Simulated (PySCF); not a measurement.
Stepwise substitution at one centre (Sn F-C2H5). Isolated molecules, 0 K electronic values unless said otherwise. One relaxed conformer stands for each flexible species; it need not be the lowest. Strings in code marks are SMILES.

The four lowest singlet excitations (Tamm–Dancoff). These are PySCF 2.14.0 with B3LYP-D3(BJ)/def2-TZVP // PBE0-D4/def2-SVP values and carry that method's errors. B3LYP has the VWN-RPA correlation part, as in Gaussian. Excitations are Tamm–Dancoff values on a coarser integration grid. The basis has no diffuse functions, so Rydberg states are missing or too high.

```
state  energy (eV)  wavelength (nm)  oscillator strength
-----  -----------  ---------------  -------------------
S1            6.29              197                0.045
S2            6.31              197                0.034
S3            6.33              196                0.043
S4            6.60              188                0.010
```

Question: Identify which member gives these states.
(A) `C[CH2][Sn]([F])([F])[CH2]C` (C–C–Sn–F torsion 17°, F–Sn–C–C torsion 46°)
(B) `C[CH2][Sn]([CH2]C)([CH2]C)[CH2]C`
(C) `C[CH2][Sn]([F])([F])[F]`

Answer: B, `C[CH2][Sn]([CH2]C)([CH2]C)[CH2]C`
